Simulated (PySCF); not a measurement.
**C6H13BO2: core ionisation energies**

C₆H₁₃BO₂.
Numbering: `[CH3:1]/[CH:2]=[CH:3]\[CH2:4][B:5]([O:6][CH3:7])[O:8][CH3:9]`

Theory: delta-SCF UKS SCAN, pcX-2 on the ionised atom, pcseg-1 elsewhere, spin-free X2C (PySCF). Binding energies are ΔSCF values: E(core-ionised, relaxed orbitals) − E(ground state) at a fixed geometry, referred to the vacuum level.

Q: List the computed XPS lines with their assignment.

A: 
| atom(s) | bonded to | level | binding energy (eV) | above the level's lowest (eV) | count |
| --- | --- | --- | --- | --- | --- |
| B5 | 2 O and C | B 1s | 196.53 | 0.00 | 1 |
| C2 | C (double bond), C and H | C 1s | 289.59 | 0.00 | 1 |
| C3 | C (double bond), C and H | C 1s | 289.73 | +0.14 | 1 |
| C4 | C, 2 H and B | C 1s | 289.96 | +0.37 | 1 |
| C1 | C and 3 H | C 1s | 290.42 | +0.83 | 1 |
| C7/C9 | O and 3 H | C 1s | 292.05 | +2.46 | 2 |
| O6/O8 | C and B | O 1s | 538.16 | 0.00 | 2 |

The listed C 1s values span 2.46 eV, from C2 (bonded to C (double bond), C and H) to C7/C9 (bonded to O and 3 H). Summing the Pauling electronegativity differences to the bonded atoms, each weighted by its formal bond order, gives -0.35 for the lowest site and -0.16 for the highest; no listed site has a larger sum than the highest. The smallest sum, -1.21, belongs to C4, 0.37 eV above the lowest.

Q: What is the longest wavelength that can ionise C 1s of C4 vertically?

A: λ = hc/E = 12398.42 eV Å / 289.96 eV = 42.759 Å.

Q: Express the binding energy of C 1s of C4 in atomic units and per mole.

A: 289.96 eV = 10.6558 Eh = 27977 kJ/mol.

Topologically equivalent atoms share the value of their first member; where this conformer doesn't relate them by symmetry, their own values could differ. Geometry: PBE0-D3(BJ)/def2-SVP, one conformer, isolated molecule.

Conformer computed: `[CH3:1]/[CH:2]=[CH:3]\[CH2:4][B:5]([O:6][CH3:7])[O:8][CH3:9]`: C2–C3–C4–B5 104°, C3–C4–B5–O6 3°, C4–B5–O6–C7 179°, C4–B5–O8–C9 1°.
